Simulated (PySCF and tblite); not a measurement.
The numbers below are computed, except where a source is named.
System: C₃H₁₀OSSi, numbered as in [CH3:1][CH:2]([CH3:3])[S@@:4](=[O:5])[SiH3:6].

The path came from a restrained scan, a climbing-image band and a saddle search at GFN2-xTB; energies are PBE/pcSseg-1 + D3(BJ), IEF-PCM chloroform//GFN2-xTB, thermal terms GFN2-xTB. Rates follow Eyring's equation with the number of equivalent paths and no tunnelling. Programs: tblite and PySCF.

(1) What barrier does the pyramidal inversion at S4 meet, and how fast is it at 298 K?

## Answers

(1) The electronic barrier is 27.0 kcal/mol and ΔG‡(298 K) 25.8 kcal/mol, over a C1 saddle with an imaginary mode of 478i cm⁻¹ (GFN2-xTB). With 1 equivalent path, k is 7.9×10⁻⁷ s⁻¹, a mean lifetime of the start of 15 days against this motion. The end lies 0.0 kcal/mol below the start in free energy.
